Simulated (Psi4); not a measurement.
Intermolecular potential of CO ··· H2S (SMILES [C-]#[O+] and S). Monomers: optimised at B3LYP-D3(BJ) (def2-TZVP), held rigid. Orientation: lowest of the rigid-body minima from ten starts at GFN2-xTB. Only R, the distance of the centres of mass, is varied, so the lowest point isn't the relaxed dimer.

Computed with: SAPT0/jun-cc-pVDZ, frozen core (Psi4); MP2/aug-cc-pVTZ = DF-MP2/aug-cc-pVTZ, frozen core, counterpoise-corrected in Psi4 1.11; revPBE/def2-TZVP, counterpoise-corrected (Psi4); PBE/def2-TZVP, counterpoise-corrected (Psi4); CCSD(T)/aug-cc-pVDZ = Psi4 1.11 with DF-CCSD(T)/aug-cc-pVDZ, frozen core, counterpoise-corrected.

Cost and agreement with CCSD(T)/aug-cc-pVDZ over the 11 points of the scan, with CCSD(T)/aug-cc-pVDZ as yardstick. Costs are rough ratios of core time within Psi4 on shared cores, each with its mean field (Kohn-Sham runs search longer for lower solutions than correlated ones do); the miss is the largest difference from CCSD(T) of the interaction energy, in kJ/mol.

Task: Which is the cheapest of these levels that stays within 28 kJ/mol of CCSD(T)/aug-cc-pVDZ?

Result: SAPT0/jun-cc-pVDZ.

| level | relative cost | largest difference |
|---|---|---|
| SAPT0/jun-cc-pVDZ | 1 | 25.05 |
| MP2/aug-cc-pVTZ | 3 | 17.74 |
| revPBE/def2-TZVP | 4 | 30.67 |
| PBE/def2-TZVP | 4 | 45.68 |

Costs within a factor of two of each other count as equal.
